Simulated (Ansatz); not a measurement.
Geometry optimisation, RKS B3LYP-D4/6-31G in Ansatz 0.2.0.

Input:

```yaml
crystal:
  periodic: [false, false, false]
  atoms:
    - { symbol: "N", position_ang: [-0.1377, -1.8463, -0.1938] }
    - { symbol: C, position_ang: [-0.5164, -0.4072, -0.1463] }
    - { symbol: F, position_ang: [0.56487, 0.43897, -0.0682] }
    - { symbol: O, position_ang: [-1.59622, -0.19436, 0.86661] }
    - { symbol: Si, position_ang: [-2.33881, 0.76495, -0.19333] }
    - { symbol: O, position_ang: [-1.42656, -0.10324, -1.24151] }
    - { symbol: H, position_ang: [0.8461, -1.9213, -0.1513] }
    - { symbol: H, position_ang: [-0.5304, -2.26, 0.5979] }
    - { symbol: H, position_ang: [-1.94061, 2.20785, -0.20402] }
    - { symbol: H, position_ang: [-3.77857, 0.42626, -0.32271] }
basis:
  gaussian: { orbitals: "6-31G" }
hamiltonian:
  xc: b3lyp
  dispersion: d4
relax:
  f_tol: 0.015
  max_steps: 40
```

Launched with:

```bash
$ ansatz run input.yaml --threads 1 --pin off --max-ram 2048MiB --backend cpu --events-out ev --progress --plain --runs-dir out
```

Q: Where does it end, and by what steps?

A: It converged. Limits of this set-up: no polarisation functions. After 10 steps the energy has fallen by 1.710 eV; H8 moved furthest, 0.41 Å.

```
step  energy less start (eV)  largest force component (eV/Å)  accepted
   0                  0.0000                           6.005       yes
   1                 -1.2165                           2.984       yes
   2                 -1.5741                           1.123       yes
   3                 -1.6730                           0.475       yes
   4                 -1.6880                           0.798       yes
   5                 -1.6983                           0.643       yes
   6                 -1.7074                           0.170       yes
   7                 -1.7095                           0.072       yes
   8                 -1.7093                           0.031        no
   9                 -1.7101                           0.016       yes
  10                 -1.7101                           0.005       yes
```

```xyz
10
Properties=species:S:1:pos:R:3
N -0.065 -1.755 0.082
C -0.467 -0.453 -0.055
F 0.688 0.363 -0.110
O -1.366 0.015 0.983
Si -2.397 0.835 -0.241
O -1.277 -0.099 -1.263
H 0.857 -2.022 -0.215
H -0.743 -2.461 0.306
H -2.270 2.323 -0.282
H -3.814 0.360 -0.260
```

Time of the run: 56 s on 1 thread of Arm Neoverse V1, with other jobs on the host, peak memory 0.19 GiB.
